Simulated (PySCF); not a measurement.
Compound: C3H11OPSi.
Bonds: C1–O2, O2–C3, C3–C4, C4–P5, P5–Si6. Hydrogens: H7, H8, H9 on C1; H10, H11 on C3; H12, H13 on C4; H14 on P5; H15, H16, H17 on Si6.

Level of theory: PySCF 2.14.0, PBE0-D3(BJ)/def2-SVP geometry optimisation, gas phase.

Some entries are withheld. Bonds in one row agree within 0.01 Å.

| coordinate | value |
| --- | --- |
| C1–O2 | 1.394 Å |
| O2–C3 | ? |
| C3–C4 | 1.512 Å |
| C4–P5 | ? |
| P5–Si6 | ? |
| C1–H7, C1–H8, C1–H9 | 1.104 Å |
| C3–H10, C3–H11 | 1.110 Å |
| C4–H12, C4–H13 | 1.101 Å |
| P5–H14 | 1.428 Å |
| Si6–H15, Si6–H17 | 1.493 Å |
| Si6–H16 | 1.500 Å |
| C1–O2–C3 | ? |
| O2–C3–C4 | ? |
| C3–C4–P5 | ? |
| C4–P5–Si6 | 100.9° |

Estimate the withheld lengths and angles.

- O2–C3 = 1.399 Å, drawn single (ether oxygen to sp3 carbon bound to oxygen); 0.02 Å below the sum of covalent radii, 1.42 Å.
- C4–P5 = 1.877 Å, drawn single (sp3 carbon bound to phosphorus to three-coordinate phosphorus); 0.05 Å above the sum of covalent radii, 1.83 Å.
- P5–Si6 = 2.266 Å, drawn single (three-coordinate phosphorus to SiH3 silicon); 0.09 Å above the sum of covalent radii, 2.18 Å.
- C1–O2–C3 = 114.5°, at the ether oxygen; the outer atoms are 2.350 Å apart.
- O2–C3–C4 = 108.1°, at the sp3 carbon bound to oxygen; the outer atoms are 2.357 Å apart.
- C3–C4–P5 = 110.5°, at the sp3 carbon bound to phosphorus; the outer atoms are 2.793 Å apart.

Radii are Cordero's, carbon taken as 0.76, 0.73 or 0.69 Å for four, three, and two or fewer neighbours.

Not checked by PBE0-D3(BJ)/def2-SVP frequencies. The numbers are those of one conformer (C1–O2–C3–C4 -175°, O2–C3–C4–P5 60°, C3–C4–P5–Si6 -73°).
